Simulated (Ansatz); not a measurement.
Molecule: C2HClF2 (charge 0, singlet). 
Structure (B3LYP-D3(BJ)/def2-TZVP (Ansatz, a quantum-chemistry and plane-wave program) minimum search):
```
C
F 1 1.3142
C 1 1.3211 2 125.89
F 1 1.3214 2 110.95 3 180.00
H 3 1.0772 1 120.39 2 -180.00
Cl 3 1.7210 5 117.15 1 -180.00
```

Wanted: vertical ionisation energy (to the doublet state of charge +1; each state is the SCF solution reached for its spin), in eV. Correlated levels leave the core frozen unless marked. UHF or UKS for open shells. Spin-orbit coupling is left out. No relativistic terms. CBS marks a two-point X^-3 extrapolation of the correlation energy; Hartree-Fock from the larger set. The bracket is a focal-point correction in the basis named.

RI-MP2/CBS(aug-cc-pV(T+d)Z,aug-cc-pV(Q+d)Z)+[CCSD(T)-MP2]/aug-cc-pV(T+d)Z (Ansatz) gives 10.27 eV.

Question: Another calculation gave 9.67 eV. Which level was it?
A. SVWN5/def2-TZVPD (Ansatz)
B. CAM-B3LYP/def2-TZVPD (Ansatz)
C. PBE/def2-TZVPD (Ansatz)

Answer: C, PBE/def2-TZVPD (Ansatz). The others give 9.92 (SVWN5), 10.05 (CAM-B3LYP) eV.
